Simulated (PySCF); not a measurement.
CCl₃F, SMILES `FC(Cl)(Cl)Cl`, neutral singlet in the gas phase. 

Cartesian coordinates (Å):
```xyz
5

F      0.0302    -0.0317     1.4006
C      0.0015    -0.0016     0.0685
Cl    -0.1044     1.6769    -0.4500
Cl     1.4791    -0.7399    -0.5387
Cl    -1.4064    -0.9039    -0.4803
```
Charge 0, spin multiplicity 1.

All levels are single points at this geometry (PBE0-D3(BJ)/def2-TZVP); Pople sets use spherical d functions. Orbital energies aren't observables, and empty levels follow the basis.

M06-2X/6-31G* in PySCF gives dipole (D) = 0.28.

Question: Estimate the dipole (D) from each of these levels: PBE-D3(BJ)/def2-TZVP in PySCF; PBE0-D3(BJ)/def2-TZVP in PySCF; B3LYP/6-31G* in PySCF; B3LYP/LANL2DZ in PySCF; HF/6-31G* in PySCF.

Answer: 
| level | dipole (D) |
|---|---|
| PBE-D3(BJ)/def2-TZVP in PySCF | 0.29 |
| PBE0-D3(BJ)/def2-TZVP in PySCF | 0.36 |
| B3LYP/6-31G* in PySCF | 0.22 |
| B3LYP/LANL2DZ in PySCF | 0.58 |
| HF/6-31G* in PySCF | 0.47 |
